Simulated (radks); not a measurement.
Q: All-electron atom: the manganese ion Mn3+ in [Ar] 3d3.75 4s0.25 (fractional occupations, a model configuration). Method: non-relativistic Kohn-Sham, BLYP, spin-polarised, spherical densities, point nucleus; open shells are filled with parallel spins first; computed with a radial shooting solver on a logarithmic mesh with Libxc functionals. Some entries of the table are withheld. Estimate them.

| orbital | occ. | eigenvalue (eV) | <r> (bohr) |
|---|---|---|---|
| 1s up | 1 | -6414.586 | 0.06156 |
| 1s down | 1 | -6414.574 | 0.06156 |
| 2s up | 1 | -772.7139 | 0.2827 |
| 2s down | 1 | -770.7821 | 0.2823 |
| 2p up | 3 | -667.9866 | 0.2485 |
| 2p down | 3 | -666.5244 | 0.2480 |
| 3s up | 1 | -123.4439 | 0.8484 |
| 3s down | 1 | -118.9575 | 0.8525 |
| 3p up | 3 | -93.3056 | 0.8861 |
| 3p down | 3 | -88.9292 | 0.8932 |
| 3d up | 3.75 | -44.6752 | 1.016 |
| 3d down | 0 | -40.6120 | 1.052 |
| 4s up | 0.25 | -31.2878 | 2.309 |
| 4s down | 0 | -30.1281 | 2.360 |
| 4p up | 0 | (1) | 2.612 |
| 4d up | 0 | -15.0951 | 3.496 |

A: 
(1) 4p up eigenvalue (eV): -24.5256
